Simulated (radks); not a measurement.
Results of a calculation; reference values are marked as such.
Effect of the nuclear size on neutral osmium, [Xe] 4f14 5d6 6s2. Level of theory: Dirac Kohn-Sham, PBE, spin-unpolarised, spherical densities, finite nucleus; open shells are shared between the two j in proportion to 2j + 1; Fermi nuclear charge, rms radius 5.4126 fm (a radial shooting solver on a logarithmic mesh with Libxc functionals). The rms radius is varied about that value; shifts are against it.

rms radius (fm)  total energy shift (eV)  density at nucleus (e/bohr^3)  1s1/2 shift (meV)  2s1/2 shift (meV)  5s1/2 shift (meV)  5p1/2 shift (meV)  6s1/2 shift (meV)  5d5/2 shift (meV)  6p1/2 (empty) shift (meV)
4.5466                             -21.5                      1.786e+06              -8690              -1250              -12.2              0.612             -0.850              0.753                      0.260
4.9255                             -12.4                      1.734e+06              -5010               -719              -7.03              0.352             -0.490              0.434                      0.150
5.4126                                 0                      1.675e+06              0.000              0.000              0.000              0.000              0.000              0.000                      0.000
5.6399                              6.04                       1.65e+06               2440                350               3.42             -0.171              0.239             -0.211                     -0.073
6.7495                              37.8                      1.544e+06              15200               2190               21.4              -1.07               1.49              -1.32                     -0.455

Slopes of the eigenvalues against <r^2> in GHz/fm^2, as finite differences over the two radii next to the reference (eigenvalue slopes, not the field-shift constants of lines): 1s1/2 239000, 2s1/2 34300, 5s1/2 335, 5p1/2 -16.8, 6s1/2 23.3, 5d5/2 -20.7, 6p1/2 (empty) -7.12.
